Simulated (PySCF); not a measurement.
How the method changes the constants of GeSb⁺

State: ³Σ⁻ (triplet), unpaired electrons π ↑↑. Set-up: basis Ge def2-SVP, Sb def2-SVP with ECP28; scalar-relativistic core potentials; PySCF 2.14. De refers to Ge⁺ + Sb in their high-spin ground configurations, without counterpoise correction. The functionals are run spin-unrestricted. A positive dipole points towards Sb; it is taken about the centre of mass and depends on that origin.

| Level | Re (Å) | ωe (cm⁻¹) | De (eV) | μ (D) |
| --- | --- | --- | --- | --- |
| UHF | 2.606 | 229 | 1.07 | -2.71 |
| UHF-MP2 | 2.591 | 253 | 1.99 | n/a |
| UHF-SCS-MP2 | 2.605 | 242 | 1.88 | n/a |
| PBE | 2.640 | 226 | 3.08 | -1.50 |
| PW91 | 2.638 | 227 | 3.12 | -1.50 |
| r²SCAN | 2.607 | 237 | 2.83 | -1.51 |
| PBE0 | 2.600 | 241 | 2.73 | -1.68 |
| MN15 | 2.585 | 243 | 2.59 | -1.54 |
| ωB97X | 2.566 | 255 | 2.79 | -1.83 |
| B2PLYP | 2.621 | 235 | 2.55 | -2.09 |

The bond length runs from 2.566 Å (ωB97X) to 2.640 Å (PBE). De spans 1.07 eV (UHF, mean field) to 3.12 eV (PW91, GGA).

Correlated steps freeze 13 core orbitals. Correlated levels converge slowly with the basis: in double zeta they bind strong bonds too weakly, by up to about 1 eV, and carry superposition errors of some tenths. These are scalar-relativistic numbers at best; spin–orbit coupling would shift them, the dissociation energy most. For an ion De counts to the pair picked by the measured ionisation energies or electron affinities, which need not be the lowest pair at this level. B2PLYP dipoles, levels and charges come from its SCF part alone. The state was picked by a PBE0 search and need not be the measured ground state.
